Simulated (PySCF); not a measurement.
## Fine-structure interval of Sn⁺ by level of theory

Sn⁺ [Kr] 4d10 5s2 5p1 [5p1/2^1, M_J = 1/2] → Sn⁺ [Kr] 4d10 5s2 5p1 [5p3/2^1, M_J = 3/2], as a difference of total energies. Calculation: PySCF 2.14, in x2c-TZVPall-2c; the two-component X2C-1e Hamiltonian. Correlated levels: [Ar] 3d10 frozen; the 6 highest virtual spinors dropped. "Screened" scales the spin-orbit matrix elements by Boettger's factors to mimic the two-electron term; Breit and QED terms are absent.

```tsv
method	fine-structure interval (cm⁻¹)
GHF (screened spin-orbit)	4865.8
GMP2 (screened spin-orbit)	3999.4
GHF (bare spin-orbit)	5025.8
```

Errors of the correlated levels include the incompleteness of this basis and the frozen core.

GHF and GMP2 differ strongly here because the two determinants are spin-polarised to different degrees; the interval is a small difference of such terms.

For comparison: 4251.5 cm⁻¹ (measured; NIST Handbook of Basic Atomic Spectroscopic Data (Sansonetti and Martin, J. Phys. Chem. Ref. Data 34, 1559 (2005))).
